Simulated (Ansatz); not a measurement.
A run of Ansatz (development build ahead of 0.2.0) on triplet NiS at this shape:

```
atom   x (Å)   y (Å)   z (Å)
  Ni  0.0000  0.0000  0.0000
   S  0.0000  0.0000  1.9600
```

Its results:

```yaml
Converged: yes
Total_energy: -1904.34417 hartree
Spin_squared_of_the_determinant: 2.000
Stability_test: minimum among restricted orbitals
```

Q: Which input gives this output? Name the method, the orbitals and the basis set, and write the input.

A: ROHF in pcseg-2.

```yaml
crystal:
  periodic: [false, false, false]
  atoms:
    - { symbol: Ni, position_ang: [0.0, 0.0, 0.0] }
    - { symbol: S, position_ang: [0.0, 0.0, 1.96] }
basis:
  gaussian: { orbitals: pcseg-2 }
magnetization:
  initial_magnetization: 2
hamiltonian:
  xc: hf
```

Caution: no unrestricted run beside it, a lower state can exist.
